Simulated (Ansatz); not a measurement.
Steps of a relaxation of CH$_{7}$B$_{2}$ClSi (`CB([SiH3])BCl`) with RKS PBE0-D4/def2-TZVP.

```sh
$ ansatz run in.yaml --threads 4 --pin off --events-out ev --progress --plain --max-ram 10444MiB
```

```yaml
crystal:
  periodic: [false, false, false]
  atoms:
    - {symbol: C, position_ang: [-0.803630, -0.816298, 1.275075]}
    - {symbol: B, position_ang: [-0.301992, -0.105398, -0.028933]}
    - {symbol: Si, position_ang: [1.481488, 0.889270, 0.008718]}
    - {symbol: B, position_ang: [-1.021824, -0.053359, -1.524382]}
    - {symbol: Cl, position_ang: [-0.464673, -1.255055, -2.705108]}
    - {symbol: H, position_ang: [-1.441724, -0.028258, 1.751249]}
    - {symbol: H, position_ang: [-0.026083, -1.064095, 2.025107]}
    - {symbol: H, position_ang: [-1.470760, -1.685718, 1.110337]}
    - {symbol: H, position_ang: [1.624272, 1.986085, -1.015826]}
    - {symbol: H, position_ang: [2.531036, -0.156848, -0.298392]}
    - {symbol: H, position_ang: [1.792211, 1.464892, 1.371133]}
    - {symbol: H, position_ang: [-1.821519, 0.769783, -1.934879]}
basis:
  gaussian: {orbitals: def2-TZVP}
hamiltonian: {xc: pbe0, dispersion: d4}
relax: {f_tol: 0.005, max_steps: 150}
```

Positions (Å) and forces (eV/Å) along the path, 10 of 19 steps:

```xyz
12
step=1 energy=-22894.7801 eV
C    -0.804   -0.816    1.275   -0.191   -0.012    0.234
B    -0.302   -0.105   -0.029   -0.016   -0.039   -0.009
Si    1.481    0.889    0.009    0.286    0.062    0.035
B    -1.022   -0.053   -1.524   -0.146    0.058   -0.134
Cl   -0.465   -1.255   -2.705   -0.126    0.241    0.211
H    -1.442   -0.028    1.751    0.266   -0.341   -0.189
H    -0.026   -1.064    2.025   -0.369    0.107   -0.393
H    -1.471   -1.686    1.110    0.339    0.402    0.084
H     1.624    1.986   -1.016   -0.053   -0.239    0.228
H     2.531   -0.157   -0.298   -0.241    0.233    0.070
H     1.792    1.465    1.371   -0.094   -0.124   -0.309
H    -1.822    0.770   -1.935    0.345   -0.347    0.170
12
step=4 energy=-22894.8184 eV
C    -0.800   -0.803    1.255   -0.010    0.002    0.015
B    -0.284   -0.102   -0.037    0.017    0.015   -0.018
Si    1.491    0.888    0.018   -0.012   -0.006   -0.005
B    -1.021   -0.063   -1.511    0.044   -0.095   -0.095
Cl   -0.516   -1.271   -2.694   -0.040    0.075    0.078
H    -1.429   -0.030    1.729    0.001   -0.001    0.001
H    -0.034   -1.056    1.991    0.007   -0.001    0.008
H    -1.453   -1.661    1.086   -0.005   -0.005   -0.006
H     1.623    1.974   -0.990    0.004    0.007   -0.004
H     2.534   -0.138   -0.278    0.009   -0.003    0.003
H     1.771    1.458    1.366   -0.004    0.002    0.010
H    -1.806    0.749   -1.903   -0.012    0.011    0.011
12
step=7 energy=-22894.8195 eV
C    -0.787   -0.804    1.244   -0.026    0.001    0.011
B    -0.274   -0.111   -0.055   -0.001    0.031    0.019
Si    1.493    0.888    0.024    0.019   -0.017   -0.015
B    -1.030   -0.072   -1.520    0.002   -0.017   -0.004
Cl   -0.568   -1.275   -2.715   -0.001   -0.001   -0.004
H    -1.403   -0.022    1.721    0.002    0.004   -0.008
H    -0.019   -1.061    1.977    0.011   -0.007   -0.005
H    -1.452   -1.656    1.086    0.007   -0.006   -0.009
H     1.654    1.963   -0.994   -0.004    0.002   -0.002
H     2.555   -0.132   -0.220   -0.001   -0.003   -0.002
H     1.728    1.477    1.373   -0.008    0.010    0.012
H    -1.821    0.749   -1.886    0.000    0.003    0.007
12
step=9 energy=-22894.8198 eV
C    -0.787   -0.804    1.241    0.005   -0.003    0.000
B    -0.272   -0.104   -0.054    0.004   -0.005   -0.003
Si    1.499    0.890    0.024    0.004    0.003    0.007
B    -1.033   -0.070   -1.517    0.001    0.008   -0.001
Cl   -0.583   -1.278   -2.711    0.000   -0.002   -0.001
H    -1.411   -0.030    1.720   -0.003    0.004    0.000
H    -0.019   -1.062    1.973    0.000   -0.001    0.003
H    -1.444   -1.660    1.072   -0.001   -0.002    0.000
H     1.667    1.956   -1.001   -0.002   -0.002   -0.002
H     2.561   -0.135   -0.203   -0.004   -0.002    0.000
H     1.723    1.492    1.370   -0.001    0.001   -0.002
H    -1.825    0.751   -1.877   -0.004    0.001   -0.002
12
step=11 energy=-22894.8198 eV rejected
C    -0.787   -0.805    1.239    0.003   -0.004    0.002
B    -0.270   -0.103   -0.054    0.005    0.012   -0.004
Si    1.500    0.891    0.025    0.002    0.000    0.005
B    -1.032   -0.067   -1.516   -0.019   -0.012    0.011
Cl   -0.586   -1.275   -2.712    0.005    0.003   -0.004
H    -1.414   -0.034    1.718    0.001    0.000   -0.003
H    -0.019   -1.062    1.973   -0.002    0.000    0.000
H    -1.441   -1.663    1.068    0.001    0.000    0.002
H     1.672    1.950   -1.007   -0.001   -0.002    0.001
H     2.560   -0.137   -0.194    0.002   -0.001    0.000
H     1.723    1.501    1.367   -0.003   -0.001   -0.004
H    -1.830    0.751   -1.872    0.007    0.006   -0.005
12
step=12 energy=-22894.8199 eV
C    -0.786   -0.805    1.240    0.003   -0.003    0.002
B    -0.271   -0.104   -0.054   -0.001    0.001    0.003
Si    1.500    0.890    0.024   -0.002    0.000   -0.002
B    -1.033   -0.069   -1.516    0.004    0.006   -0.001
Cl   -0.583   -1.275   -2.713   -0.001   -0.002   -0.001
H    -1.412   -0.031    1.718    0.000    0.001   -0.001
H    -0.019   -1.062    1.974   -0.001   -0.001    0.001
H    -1.442   -1.662    1.071    0.000   -0.001    0.001
H     1.668    1.952   -1.005    0.001   -0.001    0.000
H     2.560   -0.137   -0.199    0.000    0.000    0.001
H     1.722    1.496    1.368   -0.001    0.000   -0.002
H    -1.827    0.751   -1.875   -0.002   -0.001    0.000
12
step=13 energy=-22894.8199 eV
C    -0.786   -0.806    1.240    0.004    0.000    0.001
B    -0.270   -0.103   -0.054   -0.005    0.002    0.001
Si    1.500    0.890    0.024   -0.001   -0.001   -0.002
B    -1.034   -0.067   -1.516   -0.003    0.001    0.004
Cl   -0.586   -1.272   -2.713    0.001    0.001   -0.001
H    -1.414   -0.035    1.717    0.001   -0.002   -0.002
H    -0.018   -1.062    1.974   -0.003    0.000   -0.001
H    -1.439   -1.665    1.069    0.001    0.001    0.001
H     1.673    1.946   -1.010    0.001   -0.001    0.002
H     2.560   -0.139   -0.191    0.002    0.001    0.001
H     1.720    1.504    1.366   -0.002   -0.001   -0.002
H    -1.829    0.754   -1.872    0.003   -0.001   -0.001
12
step=15 energy=-22894.8200 eV
C    -0.782   -0.811    1.239    0.005    0.006    0.000
B    -0.270   -0.103   -0.054   -0.014   -0.007   -0.003
Si    1.501    0.889    0.023    0.009    0.002   -0.002
B    -1.038   -0.060   -1.513   -0.003    0.001    0.007
Cl   -0.595   -1.262   -2.716    0.001    0.002    0.001
H    -1.419   -0.045    1.715    0.003   -0.005   -0.002
H    -0.015   -1.061    1.974   -0.004    0.000   -0.003
H    -1.428   -1.674    1.065    0.002    0.004    0.000
H     1.686    1.927   -1.028    0.000   -0.005    0.005
H     2.562   -0.145   -0.161   -0.003    0.006    0.001
H     1.706    1.527    1.356   -0.001   -0.002   -0.004
H    -1.833    0.763   -1.865    0.006   -0.003    0.001
12
step=17 energy=-22894.8200 eV
C    -0.778   -0.814    1.238   -0.002    0.002   -0.001
B    -0.271   -0.104   -0.055   -0.003   -0.003   -0.002
Si    1.501    0.888    0.021    0.008    0.001    0.001
B    -1.042   -0.055   -1.512   -0.001   -0.001    0.002
Cl   -0.602   -1.254   -2.719    0.001    0.000    0.000
H    -1.417   -0.051    1.716    0.001   -0.001    0.000
H    -0.009   -1.063    1.973    0.001    0.000    0.000
H    -1.422   -1.679    1.064    0.000    0.000    0.000
H     1.696    1.912   -1.041    0.000   -0.004    0.004
H     2.564   -0.148   -0.138   -0.006    0.006    0.001
H     1.691    1.542    1.348    0.000   -0.002   -0.005
H    -1.834    0.772   -1.861    0.001    0.001    0.000
12
step=19 energy=-22894.8200 eV
C    -0.778   -0.815    1.238   -0.002    0.000    0.000
B    -0.271   -0.104   -0.055    0.002    0.002   -0.001
Si    1.500    0.888    0.021    0.001    0.000    0.001
B    -1.042   -0.054   -1.512   -0.003   -0.003    0.001
Cl   -0.602   -1.254   -2.720    0.001    0.001    0.000
H    -1.416   -0.052    1.717    0.001    0.000    0.000
H    -0.009   -1.065    1.971    0.000    0.000    0.000
H    -1.422   -1.679    1.064    0.000    0.000    0.000
H     1.697    1.910   -1.042    0.000    0.000    0.000
H     2.564   -0.148   -0.135    0.000    0.000    0.000
H     1.689    1.544    1.347   -0.001    0.000    0.000
H    -1.833    0.773   -1.861    0.001    0.001    0.000
```

Run time 73 s (4 threads of an Arm Neoverse V1 on a shared host); peak host memory 0.59 GiB.
